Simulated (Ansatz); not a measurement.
Coupled-cluster diagnostics for SiI₂, Ansatz.

Geometry of the singlet (r2SCAN-D4/def2-TZVP):

```xyz
3

Si    0.033    0.349   -0.967
I    -1.402    1.128    0.906
I     1.369   -1.477    0.060
```

In the def2 sets I takes a core potential; there is no spin–orbit coupling. Correlated methods freeze 13 core orbitals; core or outer-core shells of I are correlated, in sets that lack core-valence functions.

Q: Estimate the CCSD(T) correlation energy, the shares of MP2 and (T), T1 and the reference's ⟨S²⟩ for: charge 0, singlet, own geometry in def2-TZVPP; charge 1, doublet, vertical in def2-TZVPP; and the rough time on 4 threads of Arm Neoverse V2 on a shared host.

A: 
```tsv
state	basis	correlation (eV)	MP2 share (%)	(T) share (%)	T1	⟨S²⟩ (pure)	wall time	remarks
charge 0, singlet, own geometry	def2-TZVPP	-29.006	102.1	2.7	0.012	0.00 (0.00)	9.5 s	restricted SCF unstable
charge 1, doublet, vertical	def2-TZVPP	-28.351	101.8	2.9	0.021	0.81 (0.75)	35 s	–
```
Customary marks for T1 are 0.02 (closed shells), 0.045 (open shells) and about 0.05 (3d metals). T1 exceeds 0.02 in 1 of 2 rows and 0.045 in 0; the higher it lies, the less the single-reference result can be trusted.
